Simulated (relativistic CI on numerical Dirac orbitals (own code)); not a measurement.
Computed by Dirac-Coulomb-Breit CI, orbitals from a KLI potential per configuration, model QED (radiative potential, 1s self-energy scaled to tabulated hydrogen-like ionisation energies), unscaled Slater integrals (own radial code, finite nucleus).

The strongest absorption lines from the ground level of an ion, among the configurations computed and to levels below about 193 eV (vacuum wavelength in Å, gf): 65.422 (0.4), 65.530 (6.8), 65.752 (1.3), 66.006 (2.1), 66.811 (2), 67.763 (0.95), 84.709 (0.32), 87.843 (0.31).

Q: Which ion is it?
A. Gd25+
B. Dy27+
C. Yb31+
D. Dy25+

A: B. Dy27+ has 39 electrons and the ground level 4s²4p⁶4d³ ⁴F3/2; the strongest line goes to 4s²4p⁶4d²4f ²F°5/2. The pattern of lines fixes the number of electrons, and along that sequence the line energies rise steadily with the charge (about as its square where n changes within one kind of shell, about linearly where n is kept but much faster in heavy ions where fine structure, which grows about as Z⁴, sets the gap, and irregularly where shells cross), which fixes Z. Configurations outside the model, such as inner-shell arrays, can give stronger lines. At this charge energies of transitions that change n are usually good to better than 1 %, and those within a shell (Δn = 0) to a few per cent. Terms inside the open d or f shell come out 10 to 20 % too wide with unscaled integrals.

LS names give the leading component of a level, which can be under half, so a name can repeat, a term be missing and a line seem to break the LS rules.
